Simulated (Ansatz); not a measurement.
C2H4N (SMILES [CH2]N=C) moved off its minimum; all values from Ansatz (a program for electronic structure), cores frozen in correlated methods. Open shells are unrestricted.
(charge 0, multiplicity 2)
```xyz
7

C      1.12183    -0.12064    -0.10424
N     -0.03784     0.54718    -0.20871
C     -1.12276    -0.16173     0.28526
H      1.08945    -1.34133     0.15121
H      2.00776     0.38788    -0.36226
H     -1.95347     0.36519     0.53312
H     -1.36606    -1.17424     0.48149
```

Forces at MP2/aug-cc-pVDZ (eV/Å):

```
atom      Fx      Fy      Fz
----  ------  ------  ------
C1    -3.435  -2.864   0.001
N2     0.481  -2.964   2.151
C3     2.492   1.415  -1.641
H4     0.456   3.372  -0.473
H5     1.411   0.479  -0.406
H6    -2.727   2.581   0.373
H7     1.322  -2.018  -0.004
```

### Question
Give the forces (eV/Å), the total energy and the dipole at CCSD(T)/aug-cc-pVDZ.

### Answer

```csv
atom,Fx,Fy,Fz
C1,-2.261,-3.337,0.192
N2,-0.066,-1.791,1.573
C3,1.941,1.014,-1.340
H4,0.445,3.110,-0.445
H5,1.536,0.524,-0.438
H6,-2.842,2.637,0.464
H7,1.245,-2.157,-0.006
```
Energy -132.9159 hartree, dipole 1.61 D.

Doubts at one or more of the structures used: a spin-contaminated determinant (CCSD(T)/aug-cc-pVDZ, MP2/aug-cc-pVDZ).
